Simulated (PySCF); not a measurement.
A structure optimised at PBE0-D3(BJ)/def2-SVP, used in a PySCF frequency run:

```
O
Ti 1 1.6746
Si 1 1.7673 2 167.74
H 3 1.4811 1 103.32 2 -180.00
H 3 1.4811 4 114.51 1 112.38
H 3 1.4811 4 114.51 5 135.24
Cl 2 2.1223 1 109.66 3 -61.47
Cl 2 2.1223 1 109.66 3 61.47
```
Charge +1, spin multiplicity 1.

### Question
Write its SMILES, formula and point group.

### Answer
[SiH3][O][Ti+]([Cl])[Cl], Cl2H3OSiTi, Cs

### Question
What are its rotational constants (standard atomic weights)?

### Answer
2.0242, 1.1461, 0.79621 GHz
